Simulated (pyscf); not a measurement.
Structures and frequencies: ωB97X-D3(BJ)/def2-SVP in PySCF.

Problem. What is the homolytic dissociation enthalpy (298 K, ωB97M-D3(BJ)/def2-TZVP) of the C–Ga bond of H₃C–Ga(F)–CH₂–F (SMILES [CH3][Ga]([F])[CH2]F), to [H₃C–Ga–F]• + •H₂C–F?

Solution. C–Ga to [H₃C–Ga–F]• + •H₂C–F: 67.4 kcal/mol. The 7 functionals that were run give +62.3 (r²SCAN) to +70.6 kcal/mol (ωB97X-D3(BJ)/def2-TZVP). The radicals are drawn with the spin at the cut bond; how far it spreads was not checked. Other isomers of [H₃C–Ga–F]• were not searched in full and may lie lower. Elements up to Kr have no core potential and no relativistic terms here.
